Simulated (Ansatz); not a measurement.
Program: Ansatz. Geometries: PBE0-D4/def2-TZVP. ΔE: electronic, gas phase. CBS: MP2 limit from def2 TZ/QZ plus the TZ coupled-cluster correction, frozen cores. This one scheme is used for every species, atoms too. Functionals use def2-TZVPP. Open shells (•) are unrestricted, without spin–orbit coupling. Spin–orbit coupling would lower the free atoms: a little for F. Each species was taken in one conformer, which may not be the lowest.

Reaction (hydrogen abstraction from the Si–H bond): `CO[SiH](S)Cl` + F• → `CO[Si](S)Cl`• + H–F

`CO[SiH](S)Cl`:

Z-matrix (Å, degrees):
```
C
O 1 1.414
H 1 1.090 2 107.8
H 1 1.094 2 111.2 3 -119.5
H 1 1.095 2 111.2 3 119.0
Si 2 1.626 1 124.1 3 175.1
Cl 6 2.039 2 104.7 1 -178.7
S 6 2.124 2 112.9 1 -56.6
H 6 1.479 2 112.6 1 62.3
H 8 1.345 6 93.7 2 -60.5
```

`CO[Si](S)Cl`•:

```xyz
9

C     1.001   -1.125    0.441
O    -0.188   -0.897   -0.290
Si   -1.183    0.385   -0.128
S    -0.005    2.152   -0.431
Cl   -2.632    0.123   -1.562
H     1.575   -1.884   -0.091
H     1.604   -0.217    0.525
H     0.772   -1.493    1.444
H    -0.944    2.956    0.092
```

H–F:

Z-matrix (Å, degrees):
```
F
H 1 0.920
```

```csv
level,ΔE (eV)
PBE,-2.27
SCS-MP2/def2-QZVPP,-1.92
```

(1) What does CCSD(T)/CBS give? (Best estimate.)

Largest T1 diagnostic among the species: 0.014.

Answers

(1) Ansatz gave: -1.94 eV. The listed levels differ from it by -0.33, 0.02 eV.

From PBE to PBE0 (25 % exact exchange), in def2-TZVPP and without D4, ΔE moves by +0.32 eV. In def2-TZVPP, CCSD(T) changes the Hartree–Fock value by −1.01 eV (the triples alone add −0.09 eV) and MP2 by −1.28 eV.

CCSD(T)/CBS has its own doubt, a few kJ/mol and more with outer-core shells, so smaller differences from it don't rank the levels.
